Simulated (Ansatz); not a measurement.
Ansatz (a first-principles code) input (B3LYP/def2-TZVPD):

Ansatz 0.2 input:
```yaml
crystal:
  periodic: [false, false, false]
  atoms:
    - {symbol: F, position_ang: [-1.92353253, 1.39223542, -0.23580953]}
    - {symbol: Ge, position_ang: [-1.12960393, 0.01861049, 0.49051465]}
    - {symbol: F, position_ang: [-1.96999737, -1.32497077, -0.23972035]}
    - {symbol: I, position_ang: [1.34319047, -0.02265882, -0.21540943]}
basis:
  gaussian:
    orbitals: def2-TZVPD
hamiltonian:
  xc: {name: B3LYP}
magnetization: {spin_polarized: true, initial_magnetization: 1}
output: {forces: true}
```

End of the output:

```
mean field: 1.02 GiB planned
mean field evaluation 1: about -70056.8679 eV, gradient 4.0e1 eV
mean field evaluation 2: about -70035.7311 eV, gradient 9.3e1 eV
mean field evaluation 4: about -70061.2626 eV, gradient 4.2e0 eV
mean field evaluation 8: about -70061.7126 eV, gradient 3.9e-1 eV
mean field evaluation 16: about -70061.7129 eV, gradient 1.1e-4 eV
mean field -70061.71285239 eV, -2574.7204577906 hartree, gradient 3.6e-5 eV, S^2 0.754926; 0 other end points of the search recorded, 0 dependent functions left out
the calculation of the forces begins
reference -70061.71311017 eV, -2574.7204672638 hartree; 38, 37 occupied and 155, 156 virtual orbitals, 1251 factors
Total energy: -70061.71311017 eV, -2574.7204672638 hartree
Atom 0 at    -1.923533     1.392235    -0.235810 Å, force    -0.022973     0.025804    -0.011346 eV/Å
Atom 1 at    -1.129604     0.018610     0.490515 Å, force     0.022822    -0.000424     0.023351 eV/Å
Atom 2 at    -1.969997    -1.324971    -0.239720 Å, force    -0.023841    -0.024970    -0.011419 eV/Å
Atom 3 at     1.343190    -0.022659    -0.215409 Å, force     0.023992    -0.000409    -0.000586 eV/Å
Dipole moment:     0.324861    -0.006031     0.330252 e Å
```

It need not be the lowest isomer of its formula.
